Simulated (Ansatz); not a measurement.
Saddle point of SiH5O3F, singlet (SiH₄O₃ ([OH][SiH]([OH])[OH]) + HF → SiH₃O₃F ([OH][Si]([OH])([OH])[F]) + H₂; bonds formed: Si1–F7, H2–H6; bonds broken: Si1–H2, H6–F7), PBE0-D4/def2-TZVP structure:

```xyz
10
angstrom
Si 0.0636 -0.0854 0.0215
H 0.3685 1.3629 -0.7548
O 1.1259 -0.3941 1.2095
O -1.4742 -0.6184 -0.0348
O 0.7299 -0.8965 -1.2500
H -0.0470 1.6870 0.0680
F -0.5563 1.4133 1.1140
H 1.7527 -1.0801 0.9654
H -2.0738 -0.1831 0.5749
H 0.1107 -1.2054 -1.9137
```

Energies are electronic, without zero-point energy. Barriers and step energies count from the start structure reached by relaxing down the imaginary mode; all methods use the PBE0-D4 structures, on which another method's saddle can fall below an end. Ansatz 0.2.0; basis: def2-TZVPP, with def2-QZVPP for the basis limit; cores frozen in the correlated methods. B3LYP uses VWN-RPA correlation. Extrapolation: Hartree–Fock as exp(−7.88 √X), correlation as X^−2.97.

```json
{"method": "SPW92", "barrier (eV)": "0.703", "step energy (eV)": "-1.150"}
{"method": "PBE-D4", "barrier (eV)": "1.027", "step energy (eV)": "-1.193"}
{"method": "BLYP-D4", "barrier (eV)": "?", "step energy (eV)": "-1.286"}
{"method": "r2SCAN-D4", "barrier (eV)": "1.058", "step energy (eV)": "-1.361"}
{"method": "B97M-V", "barrier (eV)": "1.206", "step energy (eV)": "-1.360"}
{"method": "PBE0-D4", "barrier (eV)": "?", "step energy (eV)": "-1.240"}
{"method": "B3LYP-D4", "barrier (eV)": "1.299", "step energy (eV)": "-1.315"}
{"method": "r2SCAN0-D4", "barrier (eV)": "1.201", "step energy (eV)": "-1.362"}
{"method": "BHLYP-D4", "barrier (eV)": "?", "step energy (eV)": "-1.370"}
{"method": "CAM-B3LYP-D4", "barrier (eV)": "1.276", "step energy (eV)": "-1.330"}
{"method": "wB97X-V", "barrier (eV)": "1.262", "step energy (eV)": "-1.308"}
{"method": "wB97M-V", "barrier (eV)": "1.228", "step energy (eV)": "-1.318"}
{"method": "B2PLYP", "barrier (eV)": "1.323", "step energy (eV)": "-1.328"}
{"method": "PBE-QIDH", "barrier (eV)": "1.287", "step energy (eV)": "-1.302"}
{"method": "RPA on PBE", "barrier (eV)": "1.333", "step energy (eV)": "-1.309"}
{"method": "HF", "barrier (eV)": "1.951", "step energy (eV)": "-1.442"}
{"method": "MP2", "barrier (eV)": "1.305", "step energy (eV)": "-1.341"}
{"method": "CCSD", "barrier (eV)": "1.457", "step energy (eV)": "-1.329"}
{"method": "CCSD(T)", "barrier (eV)": "1.355", "step energy (eV)": "-1.319"}
```

(1) Fill in the withheld barriers. (To be estimated.)

No T1 diagnostic of these runs exceeds 0.013.

## Answers

(1) Computed: PBE0-D4 1.192; BLYP-D4 1.194; BHLYP-D4 1.474 eV. Each is the energy of the saddle less that of the start structure, by the same method.

For comparison, the barrier by CCSD(T) at an estimated basis limit (MP2 extrapolated from triple and quadruple zeta, plus CCSD(T) − MP2 in triple zeta) is 1.335 eV.

Labels in which every atom is bracketed show which atoms are joined, not bond orders.

For scale, one of the runs: CCSD(T)/def2-TZVPP, 236 basis functions, launched by `ansatz run in.yaml --threads 4 --pin off --events-out ev --progress --plain --max-ram 9574MiB`. The run took 2.6 min on 4 CPU threads of an Arm Neoverse V1 (shared host), with 4.7 GiB of host memory at its peak.
